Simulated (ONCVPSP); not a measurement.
## boron (B): one change to an ONCV potential, before and after

B, optimised norm-conserving Vanderbilt (ONCV), made with ONCVPSP 4.0.1 (BLYP, scalar-relativistic). Core [He], reference 2s2 2p1. Waves: 2s: rc 1.20 bohr, ncon 4, nbas 9, qcut 4.4 1/bohr, 2 projectors, debl 3.9 Ha; 2p: rc 3.35 bohr, ncon 5, nbas 9, qcut 4.9 1/bohr, 2 projectors, debl 2.9 Ha. Local part: polynomial inside 1.05 bohr (lpopt 5, dvloc0 3 Ha). Core correction: none.

Change: p: rc 2.34.

Cutoffs: the cutoffs (Ha) at which the residual kinetic energy of the hardest occupied pseudo-wave falls to 1 and 0.1 mHa per electron; they do not see the model core or the augmentation charge, which bear on the density cutoff. Errors are all-electron minus pseudo energies relative to the spin-unpolarised reference configuration.

Problem. Predict the effect on cutoff, ghosts and configuration errors.

Solution. The potential gets neither clearly harder nor softer (12 Ha and 89 Ha → 12 Ha and 89 Ha); the s channel sets the loose cutoff, while the largest relative change is in p, which becomes harder; of the 4 tests that both files solve, the error grows in 0 and shrinks in 4 by more than 15 % and 0.3 meV (median size 54.5 → 23.7 meV); neither file shows a bound ghost. Less of the atom is replaced, so other configurations are described better.

| quantity | base | changed |
| --- | --- | --- |
| cutoff, loose | 12 Ha | 12 Ha |
| cutoff, tight | 89 Ha | 89 Ha |
| loose cutoff by channel | s 12 Ha, p 6.7 Ha | s 12 Ha, p 9.2 Ha |
| bound ghosts | none | none |
| GHOST(+) flags under 300 eV | none | none |
| error for 2s2 2p0, meV [ΔE 8.17 eV] | +95 | +42 |
| error for 2s1 2p0, meV [ΔE 33.52 eV] | +321 | +176 |
| error for 2s2 2p0.5, meV [ΔE 2.86 eV] | +14 | +5.5 |
| error for 2s1 2p2, meV [ΔE 5.78 eV] | -14 | +1.0 |
| s: phases at 1.22 bohr within 0.05 rad from the reference energy up to (Ha; the scan ends near 5) | to the end of the scan | to the end of the scan |
